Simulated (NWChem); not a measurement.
# SiH3S3Cl; SMILES S[Si](S)(Cl)S

```xyz
8

S     -0.5212    -1.8357     1.1387
Si     0.0114     0.0192     0.2438
S     -1.3424     1.5161     0.9154
S      1.9757     0.5422     0.8708
Cl    -0.0618    -0.1365    -1.8220
H     -1.6466    -1.9871     0.4026
H     -0.9035     2.4527     0.0428
H      2.5794    -0.4192     0.1342
```
Atoms are numbered in this order, from 1.

All runs: NWChem. Pople sets run with spherical d functions. All runs use the structure optimised with PBE0/def2-SVP. Level: PBE/6-31G* with SMD (1 M gas to 1 M solution), gas-phase geometry. Reactions with the solvent are ignored.

Problem. Order these by “dipole in solution (D)”, lowest first: 1,4-dioxane; chloroform; water.

Solution. 1,4-dioxane (1.14), chloroform (1.26), water (1.37)
